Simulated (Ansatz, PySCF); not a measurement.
CH₄NO, SMILES C(=[OH+])N, charge +1. Atoms are numbered in the order given.

```xyz
7

N     -0.1922     1.1054     0.0000
C      0.4309    -0.0299     0.0000
O     -0.1053    -1.1958     0.0000
H     -1.2034     1.1896     0.0000
H      0.3384     1.9690     0.0000
H      1.5165    -0.0378     0.0000
H     -1.0795    -1.2301     0.0000
```
Charge +1, spin multiplicity 1.

Coordinates come from a B3LYP-D3(BJ)/def2-TZVP optimisation. The isomer is the one that the SMILES or the coordinates give; other isomers of the formula were not compared. Other conformers were not sampled.

Two levels are set side by side: PBE-D3(BJ)/def2-TZVP (Ansatz, a quantum-chemistry and plane-wave program) and B3LYP-D3(BJ)/def2-TZVP (Ansatz). Each level has its own optimised geometry; the coordinates shown are those of the second. Frequencies come from the Hessian of PySCF at each geometry. Differences are taken from unrounded values.

```
quantity                            B3LYP-D3(BJ)  PBE-D3(BJ)  PBE-D3(BJ) minus B3LYP-D3(BJ)
----------------------------------  ------------  ----------  -----------------------------
mean bond length (Å)                       1.111       1.120                          0.008
bond N1–C2 (Å)                             1.295       1.303                          0.008
bond C2–O3 (Å)                             1.283       1.292                          0.008
bond N1–H4 (Å)                             1.015       1.022                          0.008
bond N1–H5 (Å)                             1.014       1.021                          0.008
bond C2–H6 (Å)                             1.086       1.094                          0.009
bond O3–H7 (Å)                             0.975       0.984                          0.009
highest harmonic wavenumber (cm⁻¹)          3673        3569                           -104
mean harmonic wavenumber (cm⁻¹)             1741        1695                            -46
zero-point energy (kcal/mol)               37.33       36.34                          -0.99
```

GGA bonds tend to be longer and softer than those of functionals with exact exchange. Differences between two approximate levels are no errors against the true value.
